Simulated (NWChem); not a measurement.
Molecule: C3H4OSe; SMILES C=C[Se]C=O

```xyz
9

C     -0.4380    -2.6713     0.0008
C     -0.7289    -1.3702    -0.0004
Se     0.5525     0.0195     0.0005
C     -0.7104     1.4737    -0.0005
O     -0.4023     2.6233    -0.0003
H      0.5885    -3.0485     0.0026
H     -1.2422    -3.4120     0.0000
H     -1.7701    -1.0237    -0.0022
H     -1.7676     1.1038    -0.0018
```
Atoms are numbered in this order, from 1.

The geometry was optimised at PBE0/def2-SVP.

Spin-orbit effects, on the heavy nuclei and on their neighbours, are missing.

### Question
Give the principal values of the shielding tensors (ppm) of C1, C2, Se3, C4, O5 from KT2/pcSseg-1, GIAO (NWChem), with their diamagnetic and paramagnetic parts as GIAO splits them.

### Answer
```csv
atom,σ11,σ22,σ33,isotropic,diamagnetic,paramagnetic
C1,-37.8,77.1,160.8,66.7,255.2,-188.5
C2,-35.5,59.5,134.7,52.9,259.0,-206.0
Se3,554.5,1292.1,1527.2,1124.6,3000.5,-1875.9
C4,-84.8,26.4,45.8,-4.2,252.1,-256.3
O5,-791.3,-335.4,265.8,-287.0,404.2,-691.2
```
